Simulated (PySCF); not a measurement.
**Which determinant of PbH⁺ lies lowest?**

Unrestricted PBE0; basis H aug-cc-pVDZ, Pb aug-cc-pVDZ-PP with ECP60; scalar-relativistic core potentials; PySCF 2.14. Outer shells of the fragments: H 1s1; Pb+ 5d10 6s2 6p1.

Followed along the bond (rough minima from three points):

| 2Ms+1 | unpaired | ⟨S²⟩ at the start | R at minimum (Å) | Te (eV) |
| --- | --- | --- | --- | --- |
| 1 | none | 0.00 | 1.84 | 0.00 |
| 3 | σ ↑, π ↑ | 2.01 | none in the scan | ≤ 2.31 |

Solutions found at the starting distance of 1.815 Å, counted from the lowest of them; the search is not exhaustive and high or unbound solutions are not listed, so other states can lie among these:

| 2Ms+1 | unpaired | term | E (eV) | ⟨S²⟩ | ⟨Lz²⟩ | μ (D) |
| --- | --- | --- | --- | --- | --- | --- |
| 1 | none | ¹Σ⁺ | 0.00 | 0.00 | 0.00 | 0.29 |
| 3 | σ ↑, π ↑ | ³Π | 2.45 | 2.01 | 1.00 | -0.97 |
| 1 | σ ↑, π ↓ | mixed | 2.65 | 1.01 | 1.00 | -1.00 |
| 3 | σ ↑↑ | ³Σ⁺ | 5.84 | 2.00 | 0.00 | -1.37 |
| 3 | π ↑↑ | ³Σ⁻ | 7.58 | 2.09 | 0.00 | -1.79 |
| 1 | π ↑↓ | mixed | 8.03 | 1.00 | 2.01 | -1.80 |
| 1 | none | mixed | 8.88 | 0.00 | 2.00 | -1.76 |
| 3 | σ ↑, δ ↑ | ³Δ | 9.88 | 2.01 | 4.00 | -1.46 |
| 1 | σ ↑, δ ↓ | mixed | 9.91 | 1.01 | 4.00 | -1.47 |

A term symbol is given only where ⟨S²⟩ and ⟨Lz²⟩ are close to those of a pure state; real π, δ and φ orbitals otherwise mix terms. A positive dipole points towards Pb; it is taken about the centre of mass and depends on that origin.

Spin–orbit coupling is left out, which matters for elements this heavy, above all for dissociation energies. Counting both spins, an empty level lies below a filled one in some of these solutions, because spin and occupation are held.
